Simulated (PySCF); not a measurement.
PySCF 2.14 output of an unrestricted M06-L calculation on a single atom or ion in cc-pVDZ-PP with ECP60MDF (4s4p3d1f, 38 functions), with scalar relativity through the core potential:

```
SCF conv_tol = 1e-09
number electrons alpha = 9  beta = 6
    Y. Zhao and D. G. Truhlar.,  J. Chem. Phys. 125, 194101 (2006)
    Y. Zhao and D. G. Truhlar.,  J. Chem. Phys. 125, 194101 (2006)
    Y. Zhao and D. G. Truhlar.,  Theor. Chem. Acc. 120, 215 (2008)
cycle= 1 E= -103.510359958079  delta_E= -0.00386  |g|= 0.0179  |ddm|= 0.108
cycle= 2 E= -103.510412180613  delta_E= -5.22e-05  |g|= 0.0128  |ddm|= 0.0298
cycle= 3 E= -103.510467875594  delta_E= -5.57e-05  |g|= 0.000119  |ddm|= 0.0127
cycle= 4 E= -103.510467880447  delta_E= -4.85e-09  |g|= 3.22e-06  |ddm|= 0.000122
cycle= 5 E= -103.510467880459  delta_E= -1.2e-11  |g|= 7.6e-07  |ddm|= 8.38e-06
converged SCF energy = -103.510467880459  <S^2> = 3.7528899  2S+1 = 4.0014447
```

The run itself started from symmetry-adapted Hartree-Fock orbitals and held the occupation by maximum overlap, on a logarithmic radial grid, so the iterations belong to that start.

Problem. Which element, charge and spin multiplicity is this?

Solution. Ir²⁺ (iridium, charge +2), multiplicity 4; the state was [Xe] 4f14 5d7, high-spin 4F determinant.

Energies and moments cover only the electrons outside the core potential. Spin-orbit coupling, absent here, splits the open shell strongly.
